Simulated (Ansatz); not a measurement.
The cluster Y2O2. The state is a singlet with charge 0. Geometry PBE0-D4/def2-TZVP.

Cartesian coordinates in Å:
```
Y 0.988 1.349 -0.999
Y -0.512 -1.190 1.455
O -0.677 0.444 0.046
O 0.201 -0.604 -0.502
```

In the def2 sets Y takes a core potential; there is no spin–orbit coupling. The structure holds one bond between oxygen atoms, so isomers without such links may lie far lower. At PBE-D4/def2-TZVP, r2SCAN-D4/def2-TZVP, PBE0-D4/def2-TZVP the restricted singlet is unstable: a solution with broken spin symmetry lies lower. The restricted singlet is unstable towards broken spin symmetry at other levels; at PBE0-D4/def2-TZVPD, CAM-B3LYP-D4/def2-TZVP this wasn't settled. The geometry of the singlet was relaxed on an unsound state (restricted singlet, unstable towards broken spin symmetry). The order of the spin states hangs on the level: the triplet lies 0.23 eV below the singlet at r2SCAN-D4/def2-TZVP, but 0.16 eV above it at PBE0-D4/def2-TZVP. The singlet is doubtful at r2SCAN-D4/def2-TZVP (restricted singlet, unstable towards broken spin symmetry). The singlet is doubtful at PBE0-D4/def2-TZVP (restricted singlet, unstable towards broken spin symmetry). The structure comes from a short search, and lower isomers may exist.

Question: Estimate the orbital energies around the gap (eV) in Ansatz with PBE-D4/def2-TZVP, r2SCAN-D4/def2-TZVP, PBE0-D4/def2-TZVP, PBE0-D4/def2-TZVPD, CAM-B3LYP-D4/def2-TZVP.

Answer: 
```
orbital  PBE-D4/def2-TZVP  r2SCAN-D4/def2-TZVP  PBE0-D4/def2-TZVP  PBE0-D4/def2-TZVPD  CAM-B3LYP-D4/def2-TZVP
 HOMO−9            -28.55               -29.53             -30.93              -30.93                  -32.44
 HOMO−8            -26.21               -27.32             -28.78              -28.78                  -30.13
 HOMO−7            -21.07               -22.26             -23.80              -23.81                  -25.07
 HOMO−6            -12.03               -12.34             -13.33              -13.34                  -14.54
 HOMO−5            -11.39               -11.80             -13.14              -13.15                  -14.47
 HOMO−4            -10.95               -11.38             -12.75              -12.75                  -14.14
 HOMO−3             -8.52                -8.83             -10.03              -10.03                  -11.33
 HOMO−2             -7.03                -7.33              -8.58               -8.58                   -9.93
 HOMO−1             -4.01                -4.10              -4.68               -4.68                   -5.59
   HOMO             -3.65                -3.72              -4.28               -4.28                   -5.14
   LUMO             -2.79                -2.65              -1.92               -1.92                   -0.84
 LUMO+1             -2.73                -2.56              -1.82               -1.82                   -0.78
 LUMO+2             -2.69                -2.51              -1.69               -1.69                   -0.57
 LUMO+3             -2.61                -2.47              -1.64               -1.64                   -0.46
 LUMO+4             -2.47                -2.23              -1.59               -1.58                   -0.41
 LUMO+5             -2.41                -2.23              -1.48               -1.48                   -0.40
```
